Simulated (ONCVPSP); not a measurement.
**How hard is this bromine ONCV potential?**

Br (Z = 35), optimised norm-conserving Vanderbilt (ONCV), made with ONCVPSP 4.0.1 (PBE, scalar-relativistic). Core [Ar] 3d10, reference 4s2 4p5. Waves: 4s: rc 1.20 bohr, ncon 3, nbas 6, qcut 6.2 1/bohr, 2 projectors, debl 0.8 Ha; 4p: rc 1.35 bohr, ncon 4, nbas 9, qcut 5.3 1/bohr, 3 projectors, debl 0.3 Ha. Local part: polynomial inside 0.95 bohr (lpopt 3, dvloc0 1 Ha). Core correction: Teter function fitted to the true core (icmod 2), fcfact 0.7.

Question: For each optimised wave give the share of its norm inside rc, the residual kinetic energy above qcut (Ha) and the cutoffs (Ha) for errors of 10, 1, 0.1 and 0.01 mHa per electron.

Answer:

| wave | norm inside rc | residual KE | 10 mHa | 1 mHa | 0.1 mHa | 0.01 mHa |
| --- | --- | --- | --- | --- | --- | --- |
| 4s | 0.211 | 4.2e-04 | 9.3 | 13.1 | 65.7 | not reached |
| s projector 2 | 0.026 | 2.7e-05 | 7.0 | 11.7 | 15.7 | 89.2 |
| 4p | 0.175 | 3.3e-04 | 4.0 | 11.8 | 27.4 | 138.8 |
| p projector 2 | 0.002 | 2.3e-05 | 0.2 | 2.2 | 6.4 | 78.8 |
| p projector 3 | 0.025 | 2.9e-04 | 2.6 | 8.1 | 30.0 | 120.4 |

The occupied waves need 13 Ha and 66 Ha for 1 and 0.1 mHa. Rows with under 1 % of the norm inside rc give no meaningful cutoff. Note: ghosts flagged at negative energy: s at -301.2 eV, p at -163.4 eV; GHOST(+) flagged for p at 593.8 eV. A true bound ghost makes a file unfit for plane-wave use.
